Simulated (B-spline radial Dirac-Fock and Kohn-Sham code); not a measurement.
ΔSCF core binding energies without Breit or QED terms, calculated with a radial atomic solver.

A sound run for tin as Sn³⁺, 1s2 2s2 2p6 3s2 3p6 3d10 4s2 4p6 4d10 5s1: The ground state converged in 10 iterations, with total energy -6174.34544 Ha, virial ratio 1.94964 and highest orbital energy -39.43 eV. ΔSCF binding energies: K (1s) 29335.5 eV, L3 (2p3/2) 3976.5 eV, M5 (3d5/2) 525.0 eV.

A second run, with one unsound setting: The ground state converged in 11 iterations, with total energy -9313.58809 Ha, virial ratio 1.25266 and highest orbital energy -49.09 eV. ΔSCF binding energies: K (1s) 42127.3 eV, L3 (2p3/2) 3817.0 eV, M5 (3d5/2) 388.1 eV.

```
iter   energy (Ha)        error
   1    -9246.58294252  1.21e+01
   2    -9302.68713449  1.50e+00
   3    -9313.09929562  4.73e-01
   4    -9313.53492796  1.96e-01
   5    -9313.58349217  3.87e-02
   6    -9313.58771663  7.53e-03
   7    -9313.58807047  1.22e-03
   8    -9313.58809000  1.82e-04
   9    -9313.58809074  3.75e-05
  11    -9313.58809077  7.47e-08
```

Question: Which fault fits the second run best?
A. speed of light below Z
B. nuclear radius in wrong units
C. damping too heavy
D. unbound anion

Answer: A. The input had c_factor = 0.2737: c_factor makes c so small that Zα exceeds 1, so any numbers that come out have no meaning.
